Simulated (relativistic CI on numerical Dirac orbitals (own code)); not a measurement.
## Electric-dipole lines of Pd²³⁺

Method of calculation: Dirac-Coulomb-Breit CI, orbitals from a KLI potential per configuration, a model potential for QED, unscaled Slater integrals (own radial code, finite nucleus).

Configuration list (outside the closed core [Ne]): 3s²3p⁶3d⁵, 3s²3p⁵3d⁶, 3s²3p⁴3d⁷, 3s3p⁶3d⁶, 3p⁶3d⁷, 3s3p⁵3d⁷, 3s²3p⁶3d⁴4s, 3s²3p⁶3d⁴4p, 3s²3p⁶3d⁴4d, 3s²3p⁴3d⁶4s, 3s²3p⁶3d⁴4f, 3s²3p⁵3d⁵4s, 3s²3p⁴3d⁶4p, 3s²3p⁵3d⁵4p, 3s²3p⁶3d³4s², 3s3p⁵3d⁶4s, 3s²3p⁶3d³4s4p, 3s3p⁵3d⁶4p, 3s²3p⁶3d⁴5s, 3s²3p⁶3d⁴5p, 3p⁶3d⁶4s, 3p⁶3d⁵4s². Levels of other configurations are missing.

```tsv
λ vac (nm)	Lower	Upper	A (s⁻¹)	log gf	S velocity/length
5.3897	3s²3p⁶3d⁵ ²I11/2 [13]	3s²3p⁵3d⁶ ²G°9/2 [201]	4.47e+11	0.29	0.62
5.4425	3s²3p⁶3d⁵ ²I13/2 [17]	3s²3p⁵3d⁶ ²H°11/2 [200]	1.41e+12	0.87	0.63
5.4585	3s²3p⁶3d⁵ ²I11/2 [13]	3s²3p⁵3d⁶ ²G°9/2 [196]	3.15e+11	0.15	0.67
5.5038	3s²3p⁶3d⁵ ⁴G11/2 [5]	3s²3p⁵3d⁶ ⁴F°9/2 [185]	7.84e+11	0.55	0.68
5.5146	3s²3p⁶3d⁵ ²G9/2 [32]	3s²3p⁵3d⁶ ²F°7/2 [213]	9.88e+11	0.56	0.72
5.5215	3s²3p⁶3d⁵ ⁴G9/2 [7]	3s²3p⁵3d⁶ ⁴F°9/2 [185]	1.86e+11	-0.07	0.78
5.5468	3s²3p⁶3d⁵ ²H11/2 [25]	3s²3p⁵3d⁶ ²G°9/2 [206]	1.28e+12	0.77	0.64
5.5514	3s²3p⁶3d⁵ ²G9/2 [27]	3s²3p⁵3d⁶ ²G°7/2 [207]	8.76e+11	0.51	0.66
5.5787	3s²3p⁶3d⁵ ²I11/2 [13]	3s²3p⁵3d⁶ ²H°9/2 [190]	3.15e+11	0.17	0.63
5.6241	3s²3p⁶3d⁵ ²G7/2 [21]	3s²3p⁵3d⁶ ²F°5/2 [195]	5.83e+11	0.22	0.69
5.6706	3s²3p⁵3d⁶ ⁴I°15/2 [55]	3s²3p⁴3d⁷ ⁴H13/2 [394]	6.83e+11	0.66	0.69
5.6737	3s²3p⁶3d⁵ ⁴G7/2 [3]	3s²3p⁵3d⁶ ⁴F°7/2 [170]	1.30e+11	-0.30	0.81
5.7034	3s²3p⁶3d⁵ ²F7/2 [14]	3s²3p⁵3d⁶ ²D°5/2 [183]	4.14e+11	0.08	0.70
5.7061	3s²3p⁶3d⁵ ⁴G9/2 [7]	3s²3p⁵3d⁶ ⁴F°7/2 [170]	2.98e+11	0.07	0.68
5.8093	3s²3p⁶3d⁵ ²H11/2 [25]	3s²3p⁵3d⁶ ²H°11/2 [191]	5.15e+11	0.50	0.83
5.8553	3s²3p⁶3d⁵ ²G9/2 [16]	3s²3p⁵3d⁶ ²F°7/2 [176]	2.87e+11	0.07	0.66
5.9366	3s²3p⁶3d⁵ ²I11/2 [13]	3s²3p⁵3d⁶ ²H°9/2 [166]	1.88e+11	0.00	0.61
6.0037	3s²3p⁶3d⁵ ²I13/2 [17]	3s²3p⁵3d⁶ ²I°13/2 [165]	4.20e+11	0.50	0.78
6.0415	3s²3p⁶3d⁵ ²I11/2 [13]	3s²3p⁵3d⁶ ²H°11/2 [159]	2.21e+11	0.16	0.78
6.0491	3s²3p⁶3d⁵ ⁴G5/2 [2]	3s²3p⁵3d⁶ ⁴P°5/2 [138]	1.79e+11	-0.23	0.85
6.1463	3s²3p⁶3d⁵ ⁴G7/2 [3]	3s²3p⁵3d⁶ ⁴P°5/2 [138]	3.73e+11	0.10	0.66
6.2557	3s²3p⁶3d⁵ ⁴G11/2 [5]	3s²3p⁵3d⁶ ²G°9/2 [134]	1.01e+11	-0.23	0.56
6.2952	3s²3p⁶3d⁵ ⁶S5/2 [1]	3s²3p⁵3d⁶ ⁶P°7/2 [92]	1.17e+11	-0.26	0.80
6.3520	3s²3p⁶3d⁵ ⁴G11/2 [5]	3s²3p⁵3d⁶ ²H°11/2 [125]	1.88e+11	0.13	0.80
6.4931	3s²3p⁶3d⁵ ⁶S5/2 [1]	3s²3p⁵3d⁶ ⁴D°7/2 [75]	8.62e+10	-0.36	0.81
6.5200	3s²3p⁶3d⁵ ⁴G5/2 [2]	3s²3p⁵3d⁶ ⁴G°5/2 [103]	1.80e+11	-0.16	0.83
6.7230	3s²3p⁶3d⁵ ⁶S5/2 [1]	3s²3p⁵3d⁶ ⁶P°3/2 [61]	2.91e+11	-0.10	0.79
6.7427	3s²3p⁶3d⁵ ⁶S5/2 [1]	3s²3p⁵3d⁶ ⁶P°5/2 [59]	1.68e+11	-0.16	0.80
6.7613	3s²3p⁶3d⁵ ⁴G11/2 [5]	3s²3p⁵3d⁶ ⁴G°11/2 [96]	1.12e+11	-0.03	0.75
6.8301	3s²3p⁶3d⁵ ⁴G11/2 [5]	3s²3p⁵3d⁶ ²I°11/2 [89]	7.00e+10	-0.23	0.72
```

Terms are leading LS components. Brackets give the number of a level in order of energy, since labels repeat. The list gives strong lines, with weight on those to low levels, among the lowest 400 of 9898 levels, so that lines to higher ones, which can be the strongest, are missing. Levels whose partners in the same complex of configurations lie outside the list can be far off, and so can their lines. Rates are taken at the computed energies, electric ones in the length gauge. A velocity-to-length ratio far from 1 marks an uncertain rate.

At this charge energies of transitions that change n are usually good to better than 1 %, and those within a shell (Δn = 0) to a few per cent. Terms inside the open d or f shell come out 10 to 20 % too wide with unscaled integrals.

LS names give the leading component of a level, which can be under half, so a name can repeat, a term be missing and a line seem to break the LS rules.
